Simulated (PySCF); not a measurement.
## [Tl(SH)2]+: from a saddle point downhill

PySCF 2.14.0, RKS PBE, Tl def2-SVP with ECP60, S def2-SVP, H def2-SVP; non-relativistic Hamiltonian with scalar-relativistic core potentials where named; density fitting; no spin-orbit coupling. Relaxed within the symmetry of its start, the geometry (C2h) is

```xyz
5

Tl    0.0000    0.0000    0.0000
S     0.0000   -0.1136    2.4211
H     0.0000    1.2548    2.5156
S     0.0000    0.1136   -2.4211
H     0.0000   -1.2548   -2.5156
```

and its lowest harmonic modes are -170, 75, 78, 284, 360, 682 cm⁻¹ (negative: unstable). It was moved along the lowest mode and relaxed again, within the group C2 that the move left.

Question: Where does it end, and how much lower?

Answer: In C2, 0.052 eV lower, after 13 steps:
```xyz
5

Tl   -0.2446    0.0000    0.0000
S    -0.3079    0.0775    2.4133
H     0.6717    1.0367    2.4464
S    -0.3079   -0.0775   -2.4133
H     0.6717   -1.0367   -2.4464
```

Question: How do the contacts change?

Answer: 
```
    contact  saddle (Å)  end (Å)
Tl1–S2 (SH)       2.424    2.415
Tl1–S4 (SH)       2.424    2.415
```


Question: Is the end a minimum?

Answer: Yes; lowest modes 76, 77, 167, 286, 365, 707 cm⁻¹.

State: singlet.
